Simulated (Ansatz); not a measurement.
Basis sets compared for GaH2(OiPr) (C₃H₉GaO). The state is a singlet with charge 0. Geometry r2SCAN-D4/def2-SVP. Ansatz on 4 threads of Arm Neoverse V2 on a shared host; times are rough, and most runs start from earlier orbitals.

```xyz
14

C    -0.681    0.095   -0.413
C     0.398   -0.058   -1.479
C    -0.527    1.387    0.382
Ga    0.571   -1.617    1.540
O    -0.716   -1.033    0.446
H     0.124   -2.892    2.304
H     1.929   -0.853    1.627
H    -1.666    0.117   -0.919
H     1.401   -0.053   -1.019
H     0.358    0.765   -2.211
H     0.267   -1.007   -2.021
H    -1.311    1.456    1.153
H     0.457    1.421    0.881
H    -0.605    2.272   -0.270
```

Another isomer (singlet) lies 0.46 eV lower at PBE0-D4/def2-TZVP; other spin states weren't run for this one.

Binding counts from free atoms (C triplet, Ga doublet, O triplet, H doublet) in the same basis, without a counterpoise term.

```json
{"level": "PBE-D4/def2-SVP", "functions": "133", "energy (Eh)": "-2118.8918", "HOMO (eV)": "-6.19", "LUMO (eV)": "-1.85", "binding per atom (eV)": "3.82", "wall time": "1.6 s"}
{"level": "PBE0-D4/def2-SVP", "functions": "133", "energy (Eh)": "-2118.9578", "HOMO (eV)": "-7.63", "LUMO (eV)": "-1.07", "binding per atom (eV)": "3.78", "wall time": "2.2 s"}
```

(1) Estimate the rows for PBE-D4/def2-TZVP (with forces), PBE0-D4/def2-TZVP.

Answers

(1) 
| level | functions | energy (Eh) | HOMO (eV) | LUMO (eV) | binding per atom (eV) | wall time |
| --- | --- | --- | --- | --- | --- | --- |
| PBE-D4/def2-TZVP (with forces) | 226 | -2119.3595 | -6.30 | -1.93 | 3.79 | 3.2 s |
| PBE0-D4/def2-TZVP | 226 | -2119.4205 | -7.70 | -1.15 | 3.74 | 4.8 s |
